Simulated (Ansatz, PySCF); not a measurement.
This triplet is an excited state, 1.09 eV above the relaxed singlet at the level B3LYP/cc-pVTZ // PBE0-D3(BJ)/def2-TZVP (Ansatz, a program for electronic structure).

Cartesian coordinates (Å):
```xyz
4

N      1.9529    -0.2361     0.0224
C      0.8401     0.0150    -0.1844
Si    -0.8546     0.4882    -0.5784
H     -1.9384    -0.2671     0.0935
```
Charge 0, spin multiplicity 3.

Question: What is the computed dipole moment, highest occupied spin orbital and total energy (PBE0-D3(BJ)/def2-TZVP in PySCF)?

Answer: 
* **dipole moment**: 3.53 D
* **highest occupied spin orbital**: -6.53 eV
* **total energy**: -382.6480 Ha
